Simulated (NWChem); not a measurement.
Species: CH₃BaFN₂

```xyz
8

Ba     0.3053    -0.5058     0.0000
F     -1.1190    -2.2477     0.0000
C     -0.3994     2.4409     0.0000
N     -0.2180     1.8246    -1.1571
N     -0.2180     1.8246     1.1571
H     -0.7207     3.5058     0.0000
H     -0.4271     2.4298    -1.9441
H     -0.4271     2.4298     1.9441
```
Atoms are numbered in this order, from 1.

All runs: NWChem. Coordinates come from a PBE0/def2-SVP optimisation. def2 effective core potentials on Ba; no spin-orbit coupling. Vertical excitations in the gas phase; the lowest state need not have the same character in each row.

For level B3LYP/def2-SVP, TDA:

```
Quantity                                  Value
----------------------------------------  -----
lowest excitation, singlet (eV)            3.41
lowest state with f > 0.02, singlet (eV)   4.75
orbital gap (eV)                           4.18
```

Question: How do the values read with level PBE0/def2-SVP, TDA instead?

Answer: 
- lowest excitation, singlet (eV): 3.73
- lowest state with f > 0.02, singlet (eV): 5.03
- orbital gap (eV): 4.67
